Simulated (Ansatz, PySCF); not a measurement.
Complex: N2 (SMILES N#N) (first 2 atoms) with AsH3 (SMILES [AsH3]); geometry from B3LYP-D3(BJ)/def2-TZVP, rigid monomers moved along the line of their centres of mass till N2···As3 is 4.04 Å.
(charge 0, multiplicity 1):
```xyz
6

N      0.2416    -0.2329    -1.0082
N      0.4601    -0.6963    -0.0452
As    -0.4635     0.1509     3.7973
H      1.0213    -0.1861     3.8682
H     -0.8467    -1.3174     3.6534
H     -0.6082     0.1016     5.3153
```

Quantity: the interaction energy.

Monomers are frozen at their geometry in the pair; levels with a basis set take the counterpoise correction.

Frozen-core correlation. Filled d and f shells under p-block atoms count as core. CBS(a, b) extrapolates the correlation energy as X⁻³ and adds the Hartree–Fock energy of set b.

The values were computed with Ansatz (a program for electronic structure); PySCF for the dispersion terms. Values without a source in brackets are computed.

Costs are ratios of core time to PBE/def2-TZVPPD (roughly 4 s), for whole runs (searches for the state included, and forces where a run took them) on one shared machine, so rough; each difference counts from -19.7 meV (CCSD(T)/CBS(aug-cc-pVDZ, aug-cc-pVTZ), a level with limits of its own).

A star marks coupled-cluster runs past 200 virtual orbitals, where the program's memory plan changes under this machine's limit, so their costs aren't comparable with smaller runs.

| level | basis functions | cost |
|---|---|---|
| PBE/def2-TZVPPD | 179 | ×1 |
| PBE-D3(BJ)/def2-TZVPPD | 179 | ×1 |
| r2SCAN/def2-TZVPPD | 179 | ×2 |
| r2SCAN-D3(BJ)/def2-TZVPPD | 179 | ×2 |
| PBE0/def2-TZVPPD | 179 | ×2 |
| PBE0-D3(BJ)/def2-TZVPPD | 179 | ×2 |
| B3LYP/def2-TZVPPD | 179 | ×2 |
| B3LYP-D3(BJ)/def2-TZVPPD | 179 | ×2 |
| CCSD(T)/aug-cc-pVDZ | 109 | ×3 |
| wB97X-V/def2-TZVPPD | 179 | ×4 |
| wB97M-V/def2-TZVPPD | 179 | ×4 |
| CCSD(T)/aug-cc-pVTZ | 220 | ×40* |

### Question
With a budget of 10 times the cost of PBE/def2-TZVPPD, which level comes closest?

### Answer
wB97X-V/def2-TZVPPD, at -0.3 meV; next is r2SCAN-D3(BJ)/def2-TZVPPD at 1.2 meV.

Each difference (meV): PBE/def2-TZVPPD 8.5; PBE-D3(BJ)/def2-TZVPPD -7.2; r2SCAN/def2-TZVPPD 9.7; r2SCAN-D3(BJ)/def2-TZVPPD 1.2; PBE0/def2-TZVPPD 11.1; PBE0-D3(BJ)/def2-TZVPPD -5.5; B3LYP/def2-TZVPPD 22.8; B3LYP-D3(BJ)/def2-TZVPPD -1.8; CCSD(T)/aug-cc-pVDZ 2.3; wB97X-V/def2-TZVPPD -0.3; wB97M-V/def2-TZVPPD 1.3; CCSD(T)/aug-cc-pVTZ 0.7.
